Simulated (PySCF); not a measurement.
**Working out the ionisation energy of V**

V [Ar] 3d3 4s2 (4F) → V⁺ [Ar] 3d4 (5D). Calculation: PySCF 2.14, in aug-cc-pVDZ-DK (7s6p4d2f, 59 functions); scalar relativity by spin-free X2C-1e. Frozen: [Ar]. Energies in hartree (1 hartree = 27.21139 eV):

| part | V (lower) | V⁺ (upper) |
| --- | --- | --- |
| UHF | -948.140186 | -947.913812 |
| MP2 opposite-spin | -0.030427 | 0.000000 |
| MP2 same-spin | -0.021223 | -0.038209 |

Problem. What does Hartree-Fock give?

Solution. (-947.913812) − (-948.140186) = 0.226374 hartree = 6.160 eV.

Problem. What do MP2 and SCS-MP2 (6/5 opposite-spin, 1/3 same-spin) give?

Solution. The opposite-spin parts differ by 0.828 eV and the same-spin parts by -0.462 eV. MP2: 6.160 + (0.828) + (-0.462) = 6.526 eV. SCS-MP2: 6.160 + 1.2 × (0.828) + (-0.462)/3 = 7.000 eV.

Measured between the centres of the two terms (NIST): 6.732 eV, so MP2 (valence) is off by -0.206 eV.

A double-zeta basis recovers only part of the correlation energy.

What remains against the reference includes basis incompleteness, the frozen core and correlation beyond second order.
